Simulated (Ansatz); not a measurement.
```yaml
crystal:
  periodic: [false, false, false]
  atoms:
    - {symbol: Ge, position_ang: [0.000044, -0.000009, 0.000084]}
    - {symbol: Cl, position_ang: [0.009766, -0.016375, 1.975256]}
    - {symbol: Cl, position_ang: [1.858966, 0.009761, -0.667707]}
    - {symbol: Cl, position_ang: [-0.938028, 1.615972, -0.640400]}
    - {symbol: Cl, position_ang: [-0.930757, -1.609349, -0.667232]}
basis:
  gaussian: {orbitals: "6-31G*"}
hamiltonian: {xc: {name: HSE06}, dispersion: d3bj}
scf: {omitted_lower_state_checks: [starts]}
```

```sh
$ ansatz run in.yaml --threads 2 --pin off --events-out ev --progress --plain --max-ram 4352MiB
```

It prints (some lines left out):

```
Functional definition: HSE06
966 factors; integrals over basis functions are off by at most 5.6e-4 eV
74 factors; integrals over basis functions are off by at most 2.5e-7 eV
mean field evaluation 1: about -106577.7530 eV, gradient 2.1e1 eV
mean field evaluation 2: about -106577.7343 eV, gradient 2.4e1 eV
mean field evaluation 4: about -106578.5668 eV, gradient 3.6e-1 eV
mean field evaluation 8: about -106578.5861 eV, gradient 3.2e-2 eV
mean field -106578.58607885 eV, -3916.6907968375 hartree, gradient 8.3e-6 eV, S^2 0.000000; 0 other end points of the search recorded, 0 dependent functions left out
reference -106578.58611133 eV, -3916.6907980310 hartree; 50, 50 occupied and 61, 61 virtual orbitals, 966 factors
Total energy: -106578.78614716 eV, -3916.6981492123 hartree
Checks for a lower state left out: starts
```

Run time 3.3 s (2 threads of Arm Neoverse V1 on a shared host).

The 6-31G sets use Cartesian d functions. HSE06 is defined as in plane-wave codes, on full-range PBE exchange.
